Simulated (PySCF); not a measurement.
## Two-component Hartree-Fock for Sn (tin, neutral)

Start: [Kr] 4d10 5s2 5p2; 5p1/2 filled at m_j = -1/2, +1/2. Calculated with PySCF 2.14 in x2c-SVPall-2c (6s8p4d, 50 functions): generalised Hartree-Fock with the X2C-1e Hamiltonian and a Gaussian nucleus; one run each with spin-orbit coupling (SO) switched off, then screened by Boettger's factors.

| spinor shell | electrons | ε, spin-free (eV) | ε, screened SO (eV) | weight of nominal j (screened SO) | rms radius, screened SO (bohr) |
| --- | --- | --- | --- | --- | --- |
| 1s1/2 | 2 | -29342.0 | -29339.3 | 1.000 | 0.0333 |
| 2s1/2 | 2 | -4521.1 | -4520.3 | 1.000 | 0.136 |
| 2p1/2 | 2 | -4052.7 | -4212.8 | 1.000 | 0.118 |
| 2p3/2 | 4 | -4052.7 | -3979.4 | 1.000 | 0.123 |
| 3s1/2 | 2 | -911.99 | -911.66 | 1.000 | 0.361 |
| 3p1/2 | 2 | -754.88 | -784.91 | 1.000 | 0.354 |
| 3p3/2 | 4 | -754.88 | -740.87 | 1.000 | 0.366 |
| 3d3/2 | 4 | -513.41 | -518.44 | 1.000 | 0.340 |
| 3d5/2 | 6 | -513.41 | -509.65 | 1.000 | 0.343 |
| 4s1/2 | 2 | -159.96 | -159.79 | 1.000 | 0.872 |
| 4p1/2 | 2 | -110.02 | -115.35 | 1.000 | 0.931 |
| 4p3/2 | 4 | -110.02 | -107.37 | 1.000 | 0.958 |
| 4d3/2 | 4 | -35.455 | -35.992 | 0.991 | 1.19 |
| 4d5/2 | 6 | -35.455 | -34.860 | 0.994 | 1.19 |
| 5s1/2 | 2 | -13.755 | -13.688 | 0.999 | 2.65 |
| 5p1/2 | 2 | -7.162 | -7.218 | 0.630 | 3.37 |

| quantity | spin-free | screened SO |
| --- | --- | --- |
| E (hartree) | -6172.41493 | -6173.85037 |
| M_J | 0 | 0 |
| ⟨J²⟩ | 2.011 | 1.384 |
| ⟨L²⟩ | 2.007 | 2.003 |
| ⟨S²⟩ | 2.004 | 1.961 |

The determinant has a definite M_J but mixes levels of different J.

Each row is a mean over spinors that exchange with the open shell spreads, by up to 3.430 eV (5s1/2).

Rows whose weight is well below 1 are mixtures of j = l ± 1/2: exchange outweighs spin-orbit coupling there, and the label is only the starting occupation.

Breit and QED terms are absent; they matter most for the inner s and p1/2 levels.

Densities and radii are taken from the X2C orbitals without a picture-change correction, which distorts them close to the nucleus.

Without spin-orbit coupling the j labels of p, d and f shells carry no meaning; the spin-free column gives the mean over the occupied spinors of each nl shell.
